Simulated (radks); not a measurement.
The numbers below are computed, except where a source is named.
Task: Radial electron density D(r) = 4 pi r^2 rho(r) of an atom or ion with 41 electrons. Level of theory: scalar-relativistic Kohn-Sham, PBE, spin-unpolarised, spherical densities, finite nucleus; Fermi nuclear charge, rms radius of each element as measured or else 0.836 A^(1/3) + 0.57 fm (a radial shooting solver on a logarithmic mesh with Libxc functionals).

r (bohr)  D(r) (e/bohr)
0.001427          1.452
0.001661          1.904
0.001934          2.488
0.002269          3.285
0.002642          4.258
0.003076          5.491
0.003581          7.041
0.004168          8.967
0.004853          11.33
0.005649          14.18
0.006577          17.57
0.007718          21.72
0.008985          26.17
0.01046           31.01
0.01218           36.05
0.01418           40.98
0.0165            45.43
0.01921           48.96
0.02237           51.15
0.02625           51.69
0.03056           50.54
0.03557           48.19
0.04141           45.54
0.04821           43.77
0.05612           44.08
0.06534           47.11
0.07606           52.50
0.08926           58.90
0.1039            63.07
0.121             63.05
0.1408            58.16
0.1639            50.11
0.1909            42.52
0.2222            39.01
0.2587            40.73
0.3035            45.48
0.3534            47.97
0.4114            44.87
0.4789            36.24
0.5575            25.39
0.6491            16.46
0.7556            11.65
0.8797            10.37
1.032             10.43
1.202             9.851
1.399             8.151
1.629             5.920
1.896             3.922
2.207             2.523
2.57              1.673
2.992             1.162
3.511            0.7951
4.087            0.5228
4.758            0.3100
5.539            0.1615
6.448           0.07244
7.507           0.02727
8.739          0.008315
10.17          0.001986
11.94         0.0003273

What is the nuclear charge?

Result: Z = 41. The innermost maximum, from 1s, lies near gamma/Z bohr with gamma = sqrt(1 - (Z/c)^2) = 0.954, here 0.0233 bohr (found: 0.0254), and its height grows with Z. The density is that of neutral niobium in [Kr] 4d4 5s1; the configuration itself is not fixed sharply by these data, and Z only to a few units. D(r) has 4 maxima, at r = 0.0254, 0.113, 0.353, 1.02 bohr, and minima at 0.0510, 0.228, 0.908 bohr, inside which lie 2.03, 11.10, 29.46 electrons.
